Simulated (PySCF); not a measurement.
H5OSi2, SMILES [SiH2]O[SiH3], multiplicity 2.

The structure is a stationary point at PBE0-D3(BJ)/def2-TZVP. The isomer is the one that the SMILES or the coordinates give; other isomers of the formula were not compared.

Method: PBE/def2-TZVPD in PySCF.

Gas-phase values at a fixed geometry.

```
Quantity                                                                                                         Value
---------------------------------------------------------------------------------------------  -----------------------
total energy                                                                                        -656.89231 hartree
α spin, highest occupied and lowest empty level                                                     -4.91 and -1.33 eV
β spin, highest occupied and lowest empty level                                                     -7.51 and -3.17 eV
dipole moment                                                                                                   0.35 D
quadrupole, principal values (traceless, Buckingham form, about the centre of nuclear charge)   -0.99, -0.72, 1.70 D·Å
mean static polarisability                                                                        65.1 bohr³ (9.64 Å³)
polarisability, principal values                                                                59.7, 60.8, 74.7 bohr³
⟨S²⟩                                                                                           0.752 (pure state 0.75)
```
